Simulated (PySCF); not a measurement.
Gas-phase reaction: 2 I₂ + Si ⇌ SiI₄

Computed with PySCF and rigid-rotor harmonic-oscillator thermochemistry at 1 bar. † marks an energy on the PBE0/def2-TZVP geometry and frequencies; other levels use their own. MP2 and CCSD(T) freeze the core. Open shells (unrestricted): Si (multiplicity 3); the rest are closed-shell singlets. Spin-orbit splitting is ignored; it lowers the true energy and changes the entropy of Si. I: scalar-relativistic def2 core potential, no spin-orbit coupling. MP2 isn't extrapolated to the basis-set limit. CCSD(T) isn't extrapolated to the basis-set limit.

```csv
level,"ΔH°(298 K), kJ"
BLYP/def2-TZVP†,-617
CCSD(T)/def2-SVP†,[?]
HF/def2-TZVP†,[?]
M06-2X/def2-TZVP†,[?]
MP2/def2-TZVPP†,-768
PBE/def2-SVP,-692
PBE0/def2-QZVP†,-698
PBE0/def2-TZVP,-705
r2SCAN/def2-TZVP†,[?]
LDA/def2-TZVP†,-785
ωB97X-V/def2-TZVP†,-727
```

Problem. Fill in the missing entries.

Solution. 
- CCSD(T)/def2-SVP†, ΔH°(298 K), kJ: -653
- HF/def2-TZVP†, ΔH°(298 K), kJ: -569
- M06-2X/def2-TZVP†, ΔH°(298 K), kJ: -717
- r2SCAN/def2-TZVP†, ΔH°(298 K), kJ: -725
